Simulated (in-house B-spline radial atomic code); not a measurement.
# RPA and G0W0 on Hartree-Fock: K4+

Configuration [Ne] 3s2 3p3, highest spin, mean-field start Hartree-Fock. Computed with a B-spline radial code for spherical atoms: all electrons, non-relativistic, point nucleus, each spin shell either full or empty, empty states to l = 9 with an (l + 1/2)⁻⁴ tail; G0W0 by contour deformation at full frequency.

Command:
```bash
python run_gw.py task.json out
```
Settings (radii: box in bohr, nucleus in fm):
```
Z                        19
electrons                15
configuration            [Ne] 3s2 3p3
hamiltonian              nr
method                   hf
lmax                     9
spin_polarised           True
box_radius               11.96
intervals                48
```

Run time, properties included: 1.1 s on 1 thread of Arm Neoverse V1 (shared host).

Energies (hartree):

| term | value |
| --- | --- |
| mean-field total | -594.08284 |
| Hartree-Fock functional on these orbitals | -594.08284 |
| direct second order | -0.90742 |
| second-order exchange | 0.32991 |
| SOSEX correction | 0.30819 |

Problem. What is the RPA correlation energy, and what remains with SOSEX?

Solution. RPA gives -0.82655 hartree (-1.5 eV per electron); RPA + SOSEX gives -0.51835, and the second-order doubles (MP2) -0.57751 hartree. RPA lacks exchange-type terms and so overcorrelates at short range.

Quasi-particle levels (eV):

```tsv
level	occupied	mean field	Σx - vxc	Σc	QP weight	G0W0
3p up	yes	-81.94	0.00	?	?	?
3s down	yes	-91.53	0.00	-2.39	0.969	-93.91
3s up	yes	-105.35	0.00	3.75	0.860	-101.60
2p down	yes	-374.72	0.00	4.86	0.955	-369.86
3p down	no	-58.51	0.00	-2.44	0.970	-60.94
```

G0W0 = mean field + (Σx - vxc) + Σc, with Σc (partial-wave tail included) taken at the quasi-particle energy. Only the outer levels were computed.

Problem. Where does G0W0 put 3p up?

Solution. At -82.39 eV, with Σc = -0.45 eV and a quasi-particle weight of 0.969. The tabulated removal energy is 82.66 ± 0.16 eV (NIST, semi-empirical); the calculation leaves out relativity, Breit and QED terms, and what these don't explain is the method's own error.
